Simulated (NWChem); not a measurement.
The numbers come from NWChem runs, not from measurements. System: BI2, charge 0, spin multiplicity 2, at a geometry optimised with UB3LYP/def2-SVP with def2 effective core potentials on I. The structure started from a generated list of species. Its SCF solution wasn't tested for a lower state. Level: UPBE/x2c-SVPall-2c, scalar ZORA.

Job file:

```
start mol
memory heap 200 mb stack 900 mb global 1100 mb
geometry units angstroms nocenter noautoz noautosym
  I      1.905929     0.000000     0.041152
  B      0.000000     0.000000    -0.872429
  I     -1.905929     0.000000     0.041152
end
basis spherical
  * library x2c-svpall-2c
end
relativistic
  zora on
end
dft
  xc xpbe96 cpbe96
  odft
  mult 2
  semidirect memsize 60000000 filesize 0
  iterations 100
  grid fine
end
task dft energy
```

NWChem printed:

```
             Northwest Computational Chemistry Package (NWChem) 7.3.0
             --------------------------------------------------------

                                NWChem Input Module
                                -------------------

 Scaling coordinates for geometry "geometry" by  1.889725989
 (inverse scale =  0.529177249)

                             Geometry "geometry" -> ""
                             -------------------------

 Output coordinates in angstroms (scale by  1.889725989 to convert to a.u.)

  No.       Tag          Charge          X              Y              Z
 ---- ---------------- ---------- -------------- -------------- --------------
    1 I                   53.0000     1.90592900     0.00000000     0.04115200
    2 B                    5.0000     0.00000000     0.00000000    -0.87242900
    3 I                   53.0000    -1.90592900     0.00000000     0.04115200

 Effective nuclear repulsion energy (a.u.)     522.6530480555

            Nuclear Dipole moment (a.u.)
            ----------------------------
        X                 Y               Z
 ---------------- ---------------- ----------------
     0.0000000000     0.0000000000    -0.0000623610


 Summary of "ao basis" -> "" (spherical)
 ------------------------------------------------------------------------------
       Tag                 Description            Shells   Functions and Types
 ---------------- ------------------------------  ------  ---------------------
 *                       x2c-svpall-2c                on all atoms

  pbe96 is a nonlocal functional; adding pw91lda local functional.

                                 NWChem DFT Module
                                 -----------------

 Summary of "ao basis" -> "ao basis" (spherical)
 ------------------------------------------------------------------------------
       Tag                 Description            Shells   Functions and Types
 ---------------- ------------------------------  ------  ---------------------
 I                       x2c-svpall-2c              18       50   6s8p4d
 B                       x2c-svpall-2c               6       14   3s2p1d

 Summary of "ao basis" -> "ao basis" (spherical)
 ------------------------------------------------------------------------------
       Tag                 Description            Shells   Functions and Types
 ---------------- ------------------------------  ------  ---------------------
 I                       x2c-svpall-2c              18       50   6s8p4d
 B                       x2c-svpall-2c               6       14   3s2p1d

            General Information
            -------------------
          SCF calculation type: DFT
          Wavefunction type:  spin polarized.
          No. of atoms     :     3
          No. of electrons :   111
           Alpha electrons :    56
            Beta electrons :    55
          Charge           :     0
          Spin multiplicity:     2
          Use of symmetry is: off; symmetry adaption is: off
          Maximum number of iterations: 100
          AO basis - number of functions:   114
                     number of shells:    42
          Convergence on energy requested:  1.00D-06
          Convergence on density requested:  1.00D-05
          Convergence on gradient requested:  5.00D-04

              XC Information
              --------------
          PerdewBurkeErnzerhof Exchange Functional  1.000
            Perdew 1991 LDA Correlation Functional  1.000 local
           PerdewBurkeErnz. Correlation Functional  1.000 non-local

             Grid Information
             ----------------
          Grid used for XC integration:  fine
          Radial quadrature: Mura-Knowles
          Angular quadrature: Lebedev.
          Tag              B.-S. Rad. Rad. Pts. Rad. Cut. Ang. Pts.
          ---              ---------- --------- --------- ---------
          I                   1.40      141          11.0       974
          B                   0.85       70           8.0       590
          Grid pruning is: on
          Number of quadrature shells:   352
          Spatial weights used:  Erf1

          Convergence Information
          -----------------------
          Convergence aids based upon iterative change in
          total energy or number of iterations.
          Levelshifting, if invoked, occurs when the
          HOMO/LUMO gap drops below (HL_TOL):  1.00D-02
          DIIS, if invoked, will attempt to extrapolate
          using up to (NFOCK): 10 stored Fock matrices.

                    Damping( 0%)  Levelshifting(0.5)       DIIS
                  --------------- ------------------- ---------------
          dE  on:    start            ASAP                start
          dE off:    2 iters        100 iters           100 iters

      Screening Tolerance Information
      -------------------------------
          Density screening/tol_rho:  1.00D-10
          AO Gaussian exp screening on grid/accAOfunc:  14
          CD Gaussian exp screening on grid/accCDfunc:  20
          XC Gaussian exp screening on grid/accXCfunc:  20
          Schwarz screening/accCoul:  1.00D-08

 dft: using ZORA

      Superposition of Atomic Density Guess
      -------------------------------------

 Sum of atomic energies:      -13484.06203186
          Performing ZORA calculations
          ----------------------------

       Generating atomic ZORA corrections
       ----------------------------------

 In dft_scf:: zora:Knucl= F

      Superposition of Atomic Density Guess
      -------------------------------------

 Sum of atomic energies:      -13484.06203186
[...]
    24     -0.363507  1 I  pz                88     -0.363510  3 I  pz
    52     -0.347752  2 B  s                 59      0.256018  2 B  pz
    21     -0.243043  1 I  pz                85     -0.243046  3 I  pz
    15      0.220271  1 I  pz                79      0.220273  3 I  pz

 Vector   57  Occ=0.000000D+00  E=-1.195987D-01
              MO Center= -4.0D-06, -4.7D-08, -5.9D-01, r^2= 3.4D+00
   Bfn.  Coefficient  Atom+Function         Bfn.  Coefficient  Atom+Function
  ----- ------------  ---------------      ----- ------------  ---------------
    55      0.595746  2 B  py                58      0.487124  2 B  py
    23     -0.350199  1 I  py                87     -0.350202  3 I  py
    20     -0.190604  1 I  py                84     -0.190606  3 I  py
    14      0.176229  1 I  py                78      0.176230  3 I  py
    41     -0.084005  1 I  d -2             105      0.084004  3 I  d -2

 Vector   58  Occ=0.000000D+00  E=-3.377087D-02
              MO Center=  8.4D-06,  4.0D-08, -1.5D-01, r^2= 4.9D+00
   Bfn.  Coefficient  Atom+Function         Bfn.  Coefficient  Atom+Function
  ----- ------------  ---------------      ----- ------------  ---------------
    53      0.696779  2 B  s                 22      0.653157  1 I  px
    86     -0.653153  3 I  px                59      0.534627  2 B  pz
    52      0.527382  2 B  s                 56      0.438237  2 B  pz
     6     -0.337215  1 I  s                 70     -0.337212  3 I  s
     5     -0.242644  1 I  s                 69     -0.242641  3 I  s

 Vector   59  Occ=0.000000D+00  E= 2.776924D-02
              MO Center= -9.9D-06,  1.9D-08, -3.2D-01, r^2= 5.0D+00
   Bfn.  Coefficient  Atom+Function         Bfn.  Coefficient  Atom+Function
  ----- ------------  ---------------      ----- ------------  ---------------
    57      0.951184  2 B  px                54      0.656651  2 B  px
    22      0.584293  1 I  px                86      0.584301  3 I  px
     6     -0.491438  1 I  s                 70      0.491443  3 I  s
    24      0.443597  1 I  pz                88     -0.443599  3 I  pz
     5     -0.282505  1 I  s                 69      0.282507  3 I  s

                     DFT Final Beta Molecular Orbital Analysis
                     -----------------------------------------

 Vector   53  Occ=1.000000D+00  E=-2.746238D-01
              MO Center=  6.1D-05, -1.2D-08, -1.1D-01, r^2= 4.9D+00
   Bfn.  Coefficient  Atom+Function         Bfn.  Coefficient  Atom+Function
  ----- ------------  ---------------      ----- ------------  ---------------
    24      0.367039  1 I  pz                88      0.367027  3 I  pz
    21      0.303411  1 I  pz                85      0.303400  3 I  pz
    15     -0.278593  1 I  pz                79     -0.278584  3 I  pz
    22     -0.159360  1 I  px                86      0.159349  3 I  px
    56      0.154390  2 B  pz                19     -0.133046  1 I  px

 Vector   54  Occ=1.000000D+00  E=-2.542779D-01
              MO Center= -6.6D-05,  3.8D-08,  2.6D-02, r^2= 5.5D+00
   Bfn.  Coefficient  Atom+Function         Bfn.  Coefficient  Atom+Function
  ----- ------------  ---------------      ----- ------------  ---------------
    23      0.457542  1 I  py                87     -0.457557  3 I  py
    20      0.369792  1 I  py                84     -0.369804  3 I  py
    14     -0.336946  1 I  py                78      0.336957  3 I  py
    11      0.123440  1 I  py                75     -0.123445  3 I  py
     8     -0.052767  1 I  py                72      0.052768  3 I  py

 Vector   55  Occ=1.000000D+00  E=-2.425641D-01
              MO Center= -6.0D-05,  1.8D-08,  2.7D-03, r^2= 5.7D+00
   Bfn.  Coefficient  Atom+Function         Bfn.  Coefficient  Atom+Function
  ----- ------------  ---------------      ----- ------------  ---------------
    24      0.369936  1 I  pz                88     -0.369949  3 I  pz
    21      0.303964  1 I  pz                85     -0.303974  3 I  pz
    15     -0.276356  1 I  pz                22     -0.277102  1 I  px
    79      0.276365  3 I  pz                86     -0.277107  3 I  px
    19     -0.222559  1 I  px                83     -0.222564  3 I  px

 Vector   56  Occ=0.000000D+00  E=-1.100135D-01
              MO Center=  1.7D-06, -3.0D-07, -8.9D-01, r^2= 3.7D+00
   Bfn.  Coefficient  Atom+Function         Bfn.  Coefficient  Atom+Function
  ----- ------------  ---------------      ----- ------------  ---------------
    53      0.553788  2 B  s                 52      0.410938  2 B  s
    56     -0.352259  2 B  pz                24      0.311306  1 I  pz
    88      0.311306  3 I  pz                59     -0.244983  2 B  pz
    22      0.198783  1 I  px                86     -0.198781  3 I  px
    21      0.194247  1 I  pz                85      0.194247  3 I  pz

 Vector   57  Occ=0.000000D+00  E=-9.728106D-02
              MO Center= -2.6D-06,  3.1D-07, -5.9D-01, r^2= 3.3D+00
   Bfn.  Coefficient  Atom+Function         Bfn.  Coefficient  Atom+Function
  ----- ------------  ---------------      ----- ------------  ---------------
    55      0.586114  2 B  py                58      0.504407  2 B  py
    23     -0.331261  1 I  py                87     -0.331263  3 I  py
    20     -0.178351  1 I  py                84     -0.178352  3 I  py
    14      0.163406  1 I  py                78      0.163407  3 I  py
    41     -0.100569  1 I  d -2             105      0.100568  3 I  d -2

 Vector   58  Occ=0.000000D+00  E=-2.460033D-02
              MO Center=  5.8D-06,  3.2D-08, -2.4D-01, r^2= 4.8D+00
   Bfn.  Coefficient  Atom+Function         Bfn.  Coefficient  Atom+Function
  ----- ------------  ---------------      ----- ------------  ---------------
    22      0.631819  1 I  px                86     -0.631817  3 I  px
    53      0.628041  2 B  s                 59      0.579906  2 B  pz
    52      0.483002  2 B  s                 56      0.476157  2 B  pz
     6     -0.343674  1 I  s                 70     -0.343673  3 I  s
     5     -0.210186  1 I  s                 69     -0.210184  3 I  s

   alpha - beta orbital overlaps
   -----------------------------

   alpha      1      2      3      4      5      6      7      8      9     10
    beta      1      2      3      4      5      6      7      8      9     10
 overlap   1.000  1.000  1.000  1.000  0.996  0.996  1.000  1.000  0.996  0.996

   alpha     11     12     13     14     15     16     17     18     19     20
    beta     11     12     13     14     15     16     17     18     19     20
 overlap   1.000  1.000  1.000  1.000  1.000  1.000  1.000  1.000  0.998  0.998

   alpha     21     22     23     24     25     26     27     28     29     30
    beta     21     22     23     24     25     26     27     28     29     30
 overlap   1.000  1.000  0.998  0.998  1.000  1.000  0.992  0.992  1.000  1.000

   alpha     31     32     33     34     35     36     37     38     39     40
    beta     31     32     33     34     35     36     37     38     39     40
 overlap   1.000  1.000  1.000  1.000  1.000  1.000  1.000  0.999  0.999  0.999

   alpha     41     42     43     44     45     46     47     48     49     50
    beta     41     42     43     44     45     46     47     48     49     50
 overlap   0.999  0.998  0.998  0.998  0.998  0.998  0.998  1.000  1.000  0.994

   alpha     51     52     53     54     55     56     57     58     59     60
    beta     51     53     52     54     55     56     57     58     59     60
 overlap   1.000  0.980  0.999  1.000  1.000  0.969  0.998  0.991  0.999  0.996

   alpha     61     62     63     64     65     66     67     68     69     70
    beta     61     68     62     65     64     63     66     67     69     70
 overlap   0.998  0.796  0.999  0.992  0.967  0.999  0.790  0.993  0.999  1.000

   alpha     71     72     73     74     75     76     77     78     79     80
    beta     71     72     73     74     76     75     77     78     79     80
 overlap   0.999  0.999  0.996  1.000  0.999  1.000  0.998  0.999  1.000  1.000

   alpha     81     82     83     84     85     86     87     88     89     90
    beta     81     82     84     83     85     86     87     88     89     90
 overlap   0.999  0.999  0.997  1.000  0.999  0.999  1.000  1.000  1.000  1.000

   alpha     91     92     93     94     95     96     97     98     99    100
    beta     91     92     93     94     95     96     97     98     99    100
 overlap   1.000  1.000  1.000  1.000  1.000  1.000  1.000  1.000  1.000  1.000

   alpha    101    102    103    104    105    106    107    108    109    110
    beta    101    102    104    103    105    106    107    108    109    110
 overlap   1.000  1.000  1.000  1.000  1.000  1.000  1.000  1.000  1.000  1.000

   alpha    111    112    113    114
    beta    111    112    113    114
 overlap   1.000  1.000  1.000  1.000

     --------------------------
     Expectation value of S2:
     --------------------------
      <S2> =      0.7547 (Exact =     0.7500)

 center of mass
 --------------
 x =   0.00000000 y =   0.00000000 z =   0.00599130

 moments of inertia (a.u.)
 ------------------
          31.449251601262           0.000000000000           0.000000000000
           0.000000000000        3323.784825609638           0.000000000000
           0.000000000000           0.000000000000        3292.335574008376

     Multipole analysis of the density
     ---------------------------------

     L   x y z        total         alpha         beta         nuclear
     -   - - -        -----         -----         ----         -------
     0   0 0 0     -0.000000    -56.000000    -55.000000    111.000000

     1   1 0 0     -0.000040     -0.000021     -0.000019      0.000000
     1   0 1 0     -0.000000     -0.000000     -0.000000      0.000000
     1   0 0 1      0.346238      1.173272     -0.826972     -0.000062

     2   2 0 0    -41.690048   -710.852133   -705.883111   1375.045196
     2   1 1 0     -0.000001     -0.000000     -0.000000      0.000000
     2   1 0 1     -0.000020     -0.000008     -0.000012      0.000000
     2   0 2 0    -44.922780    -23.075762    -21.847019      0.000000
     2   0 1 1      0.000000      0.000000     -0.000000      0.000000
     2   0 0 2    -46.616792    -34.440013    -26.408083     14.231303

 Task  times  cpu:       20.8s     wall:       20.8s

 Total times  cpu:       20.8s     wall:       20.8s
```
